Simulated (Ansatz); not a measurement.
System: SiCl, charge 0, doublet. SiCl (SMILES Cl[Si], doublet).
B3LYP-D3(BJ)/def2-TZVP minimum from Ansatz (a quantum-chemistry and plane-wave program):
```
Si
Cl 1 2.0838
```
Charge 0, spin multiplicity 2.

Total energies in cc-pV(T+d)Z, 11 correlated electrons, 10 frozen orbitals. Radicals and triplets start from unrestricted determinants; spin-orbit coupling is neglected. Correlated methods leave the cores frozen. No relativity.

| method | program | energy (Eh) | minus CCSDT(Q) (mEh) |
|---|---|---|---|
| HF | Ansatz | -748.45503 | 307.64 |
| MP2 | Ansatz | -748.71669 | 45.99 |
| CCSD | Ansatz | -748.74748 | 15.19 |
| CCSD(T) | Ansatz | -748.76080 | 1.87 |
| CCSDT(Q) | Ansatz | -748.76267 | 0.00 |
